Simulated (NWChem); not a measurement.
BiCl$_{3}$; SMILES [Cl][Bi]([Cl])[Cl]

All runs: NWChem. Medium grid unless said otherwise, to which SCAN and Minnesota functionals are sensitive. Coordinates come from a PBE0/def2-SVP optimisation. def2 effective core potentials on Bi; no spin-orbit coupling. Hybrids' shares of exact exchange are those that their runs print; pure functionals count as 0. The functionals differ in more than this share.

```
row                 share of exact exchange  highest occupied level (eV)
------------------  -----------------------  ---------------------------
PBE/def2-SVP                           0.00                        -7.33
MN15-L/def2-SVP                        0.00                        -7.88
B3LYP/def2-SVP                         0.20                        -8.26
B97-2/def2-SVP                         0.21                        -8.39
MPW1K/def2-SVP                         0.43                     withheld
BHandHLYP/def2-SVP                     0.50                        -9.58
```

**Question.** Fit a straight line of the last column on the one before it, predict the withheld value, and compare with the run.

**Answer.** 
1. Means of the 5 shown rows: x = 0.182, y = -8.288. Slope Σ(x − x̄)(y − ȳ)/Σ(x − x̄)² = -0.6618/0.1685 = -3.928; intercept -7.573.
2. The shown rows scatter about the line by 0.182 (root mean square); the largest residual is -0.31, at MN15-L/def2-SVP.
3. At x = 0.43 (MPW1K/def2-SVP; inside the shown range) the line gives -9.26.
4. The run gives -9.53, -0.27 from the line, 1.5 times the scatter.
